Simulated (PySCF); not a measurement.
B3H5N3, SMILES B1[N]BNBN1, multiplicity 2.

Geometry: PBE0-D3(BJ)/def2-SVP. The isomer is the one that the SMILES or the coordinates give; other isomers of the formula were not compared.

Level of theory: PySCF with r2SCAN/def2-TZVP.

Gas-phase values at a fixed geometry.

### Question
Estimate the frontier levels, dipole moment and polarisability. (The exact figures need the calculation; the answer reports its results.)

### Answer

α spin, highest occupied and lowest empty level: -7.32 and -0.50 eV
β spin, highest occupied and lowest empty level: -6.96 and -4.28 eV
dipole moment: 1.21 D
quadrupole, principal values (traceless, Buckingham form, about the centre of nuclear charge): -3.50, -2.87, 6.37 D·Å
mean static polarisability: 61.0 bohr³ (9.04 Å³)
polarisability, principal values: 40.5, 68.2, 74.3 bohr³
⟨S²⟩: 0.757 (pure state 0.75)
